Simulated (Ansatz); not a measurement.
The first iterations of a band of Cl₂GaH₂ (5 atoms, charge 0, multiplicity 2).

These are results of UKS PBE0/def2-SVP (Ansatz), not measurements.

```yaml
movable_images: 5
climbing_image: yes
spring: 5.0 eV/Å²
optimiser: quadratic models (default)
start_path: through a guess of the saddle point
force_threshold: 0.2 eV/Å
iteration_limit: 60
end_points: relaxed
```

Initial state:

```xyz
5
Properties=species:S:1:pos:R:3
Ga 0.075 -0.153 0.652
Cl -0.444 1.652 2.061
H 1.549 -0.023 0.181
H -1.225 -0.644 -0.043
Cl 0.045 -0.832 2.900
```

Final state:

```xyz
5
Properties=species:S:1:pos:R:3
Ga 0.092 0.021 -0.042
Cl -0.075 -0.017 2.122
H 1.523 0.342 -0.564
H -1.242 -0.278 -0.787
Cl -0.298 -0.068 5.022
```

| iteration | highest image above the first end (eV) | largest band force component (eV/Å) |
| --- | --- | --- |
| 1 | 2.731 | 6.511 |
| 2 | 1.348 | 3.239 |

Q: Does the band converge within its limit, and where does its top end?

A: It converged. It ended after 8 iterations with the highest image 0.927 eV above the first end. The highest image is an end point: on this band no image between the ends rises above it.

Time of the run: 2.4 min on 2 threads of Arm Neoverse V1, with other jobs on the host, peak memory 0.26 GiB.
